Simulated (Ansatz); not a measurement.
Mo(O)(NH)(F)(Me) (CH₄FMoNO), SMILES [CH3][Mo](=[NH])(=[O])[F], multiplicity 1.

The structure is a stationary point at r2SCAN-D4/def2-SVP. The spin state was assumed, not searched. The structure was generated by enumeration; whether it is a known compound was not checked. The def2 effective core potentials stand for the cores of Mo; spin–orbit coupling is left out.

Two levels are set side by side: PBE/def2-SVPD (Ansatz, an electronic-structure program) and CAM-B3LYP/def2-SVPD (Ansatz). Energy differences of separate SCF runs at the same geometry; the states with an electron removed or added have multiplicity 2 and 2. Differences are taken from unrounded values.

```csv
quantity,CAM-B3LYP
vertical ionisation energy (eV),10.61
vertical electron affinity (eV),0.98
vertical singlet–triplet gap (eV),3.26
```

Q: What does PBE give, and how far is it from CAM-B3LYP? (An estimate is asked for; the answer gives what the named calculation found.)

A: 
```csv
quantity,PBE,PBE minus CAM-B3LYP
vertical ionisation energy (eV),10.24,-0.37
vertical electron affinity (eV),0.40,-0.58
vertical singlet–triplet gap (eV),3.60,0.34
```
